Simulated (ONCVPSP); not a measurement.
# Scattering properties, ONCV potential for selenium (Se)

ONCVPSP 4.0.1 input, shortened (lines: element, Z, core and valence counts, functional; n l f; lmax; l rc ep ncon nbas qcut; lloc lpopt rc5 dvloc0; l nproj debl; icmod fcfact rcfact), revPBE, scalar-relativistic:

```
  Se 34.00    5    3  -102130      upf
    1    0    2.00
    2    0    2.00
    2    1    6.00
    3    0    2.00
    3    1    6.00
    3    2   10.00
    4    0    2.00
    4    1    4.00
    2
    0    1.55    0.00    5   10    3.60
    1    1.80    0.00    4    9    4.10
    2    0.65    0.00    4    8   23.60
    4    5    0.60    4.00
    0    3    0.40
    1    2    1.20
    2    2    2.30
    0    0.00    0.00
```

In the s channel the program set the typed energies aside and used -0.633, 0.250, 0.650 Ha.

The phase is arctan(r·R′/R) of the radial function R(r), unwrapped; energies in Ha, scanned from -3 to 5 Ha. A pole is an energy at which the radial function vanishes at the test radius. The pseudo phase is shifted by a multiple of π to meet the all-electron one at the reference energy, and phase errors are pseudo minus all-electron; the curves can meet again beyond the range given. Levels narrower than the energy grid can be missing from the lists of poles.

```csv
channel,radius (bohr),reference energy (Ha),"poles, all-electron","poles, pseudo",unbroken range about the reference energy with phases within 0.05 rad,phase error 1 Ha above the reference energy (rad)
s,1.57,-0.63,2.37,2.37,the whole range,+0.000
p,1.83,-0.24,1.84,1.85,the whole range,+0.000
d,0.66,-1.95,4.32,4.32,the whole range,-0.000
```

Note: ghosts flagged at negative energy: s at -294.2 eV, s at -145.9 eV; GHOST(+) flagged for p at 13.7 eV, s at 430.7 eV. A true bound ghost makes a file unfit for plane-wave use.

Phases in the d channel:

```csv
E (Ha),all-electron,pseudo
-2.98,-0.845,-0.845
-2.76,-0.896,-0.896
-2.54,-0.943,-0.943
-2.32,-0.987,-0.987
-2.10,-1.028,-1.028
-1.88,-1.066,-1.066
-1.66,-1.101,-1.101
-1.44,-1.134,-1.134
-1.22,-1.165,-1.165
-1.00,-1.193,-1.193
-0.78,-1.220,-1.220
-0.56,-1.245,-1.245
-0.34,-1.269,-1.269
-0.12,-1.291,-1.291
0.10,-1.312,-1.312
0.32,-1.331,-1.331
0.54,-1.350,-1.350
0.76,-1.368,-1.368
0.98,-1.385,-1.385
1.20,-1.401,-1.401
1.42,-1.416,-1.416
1.64,-1.430,-1.431
1.86,-1.444,-1.444
2.08,-1.458,-1.458
2.30,-1.471,-1.471
2.52,-1.483,-1.483
2.74,-1.495,-1.495
2.96,-1.506,-1.506
3.18,-1.518,-1.518
3.40,-1.528,-1.528
3.62,-1.539,-1.539
3.84,-1.549,-1.549
4.06,-1.559,-1.559
4.28,-1.569,-1.569
4.50,-1.579,-1.579
4.72,-1.588,-1.588
4.94,-1.597,-1.597
```
